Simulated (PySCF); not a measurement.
# Basis and Hamiltonian dependence of the excitation energy of Zn²⁺

Zn²⁺ [Ar] 3d10 (1S) → Zn²⁺ [Ar] 3d9 4s1 (3D). All values are computed (PySCF 2.14, energy differences of UHF-based or UKS calculations, no spin-orbit coupling). Values in eV.

| basis | Hamiltonian | functions | UHF | LDA | PBE0 | MP2 (valence) | CCSD(T) (valence) | CCSD(T) (valence and next inner shell) |
| --- | --- | --- | --- | --- | --- | --- | --- | --- |
| ANO-RCC-VTZP | spin-free X2C | 59 | 8.041 | 9.728 | 9.252 | 10.209 | 9.676 | 9.735 |
| aug-cc-pVDZ-DK | spin-free X2C | 59 | 8.222 | 9.671 | 9.303 | 10.249 | 9.731 | n/a |
| x2c-TZVPPall | spin-free X2C | 64 | 8.099 | 9.802 | 9.339 | 10.241 | 9.727 | 9.759 |
| def2-TZVPPD | non-relativistic | 67 | 8.862 | 10.587 | 10.117 | 11.043 | 10.540 | 10.579 |
| aug-cc-pwCVDZ-PP with ECP10MDF | ECP | 70 | 8.105 | 9.770 | 9.306 | 10.314 | 9.792 | 9.731 |
| aug-cc-pVTZ-PP with ECP10MDF | ECP | 88 | 8.014 | 9.593 | 9.147 | 10.187 | 9.655 | n/a |
| aug-cc-pVTZ-DK | spin-free X2C | 93 | 8.022 | 9.648 | 9.188 | 10.155 | 9.626 | n/a |
| def2-QZVPPD | non-relativistic | 100 | 8.738 | 10.392 | 9.932 | 10.877 | 10.355 | n/a |
| dyall-av2z | non-relativistic | 101 | 8.847 | 10.571 | 10.097 | 10.892 | 10.393 | n/a |
| x2c-QZVPPall | spin-free X2C | 108 | 7.996 | 9.639 | 9.182 | 10.147 | n/a | n/a |
| aug-cc-pVTZ-PP with one added diffuse shell each of s, p, d, f, g type with ECP10MDF | ECP | 113 | 8.012 | 9.591 | 9.144 | 10.183 | n/a | n/a |
| aug-cc-pwCVTZ-PP with ECP10MDF | ECP | 122 | 7.992 | 9.583 | 9.134 | 10.201 | n/a | n/a |
| aug-cc-pwCVTZ-DK | spin-free X2C | 127 | 8.000 | 9.633 | 9.177 | 10.162 | n/a | n/a |
| aug-cc-pVQZ-PP with ECP10MDF | ECP | 135 | 7.995 | 9.572 | 9.128 | 10.234 | n/a | n/a |

Frozen in the all-electron rows: valence: [Ar]; valence and next inner shell: [Ne]; with a core potential, the same shells as far as they lie outside it.

Non-relativistic rows lack the scalar-relativistic shift.
